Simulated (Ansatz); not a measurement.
Saddle point of Si2H6F2, closed shell (Si₂H₄F₂ ([F][SiH]([F])[SiH3]) + H₂ → SiH₂F₂ ([F][SiH2][F]) + SiH₄; bonds formed: Si1–H7, Si2–H6; bonds broken: Si1–Si2, H6–H7), PBE0-D4/def2-TZVP structure:

```
10
angstrom
Si -0.7388 0.9285 0.1912
Si 0.7869 -1.0944 -0.4564
F -2.0664 0.8637 1.0719
F -1.4170 0.4227 -1.1917
H -0.0836 2.1786 -0.2084
H 0.3819 0.0838 0.9308
H 0.0969 0.9693 1.6253
H -0.1900 -2.1968 -0.6126
H 1.3130 -0.6192 -1.7572
H 1.9171 -1.5364 0.4072
```

Energies are electronic, without zero-point energy. Barriers and step energies count from the start structure reached by relaxing down the imaginary mode; all methods use the PBE0-D4 structures, on which another method's saddle can fall below an end. Computed with Ansatz 0.2.0 (basis: def2-TZVPP, with def2-QZVPP for the basis limit); correlated methods freeze the cores. B3LYP uses VWN-RPA correlation. Extrapolation: Hartree–Fock as exp(−7.88 √X), correlation as X^−2.97.

```json
{"method": "SPW92", "barrier (eV)": "1.763", "step energy (eV)": "-0.243"}
{"method": "PBE-D4", "barrier (eV)": "2.171", "step energy (eV)": "-0.190"}
{"method": "BLYP-D4", "barrier (eV)": "?", "step energy (eV)": "-0.294"}
{"method": "r2SCAN-D4", "barrier (eV)": "2.263", "step energy (eV)": "-0.299"}
{"method": "B97M-V", "barrier (eV)": "2.291", "step energy (eV)": "-0.335"}
{"method": "PBE0-D4", "barrier (eV)": "2.331", "step energy (eV)": "-0.270"}
{"method": "B3LYP-D4", "barrier (eV)": "2.525", "step energy (eV)": "-0.355"}
{"method": "r2SCAN0-D4", "barrier (eV)": "2.389", "step energy (eV)": "-0.349"}
{"method": "BHLYP-D4", "barrier (eV)": "?", "step energy (eV)": "-0.446"}
{"method": "CAM-B3LYP-D4", "barrier (eV)": "2.577", "step energy (eV)": "-0.417"}
{"method": "wB97X-V", "barrier (eV)": "2.588", "step energy (eV)": "-0.360"}
{"method": "wB97M-V", "barrier (eV)": "2.502", "step energy (eV)": "-0.407"}
{"method": "B2PLYP", "barrier (eV)": "?", "step energy (eV)": "-0.413"}
{"method": "PBE-QIDH", "barrier (eV)": "2.510", "step energy (eV)": "-0.368"}
{"method": "RPA on PBE", "barrier (eV)": "2.627", "step energy (eV)": "-0.443"}
{"method": "HF", "barrier (eV)": "3.270", "step energy (eV)": "-0.623"}
{"method": "MP2", "barrier (eV)": "2.638", "step energy (eV)": "-0.430"}
{"method": "CCSD", "barrier (eV)": "2.720", "step energy (eV)": "-0.453"}
{"method": "CCSD(T)", "barrier (eV)": "2.629", "step energy (eV)": "-0.413"}
```

(1) Fill in the withheld barriers. (Judge from chemistry; the value comes from the calculation.)

No T1 diagnostic of these runs exceeds 0.014.

## Answers

(1) Computed: BLYP-D4 2.427; B2PLYP 2.605; BHLYP-D4 2.719 eV. Each is the energy of the saddle less that of the start structure, by the same method.

For comparison, the barrier by CCSD(T) at an estimated basis limit (MP2 extrapolated from triple and quadruple zeta, plus CCSD(T) − MP2 in triple zeta) is 2.597 eV.

Labels in which every atom is bracketed show which atoms are joined, not bond orders.

For scale, one of the runs: CCSD(T)/def2-TZVPP, 230 basis functions, launched by `ansatz run in.yaml --threads 4 --pin off --events-out ev --progress --plain --max-ram 9574MiB`. Time: 81 s of wall clock on 4 CPU threads of an Arm Neoverse V1; the host was shared. Peak host memory: 3.8 GiB.
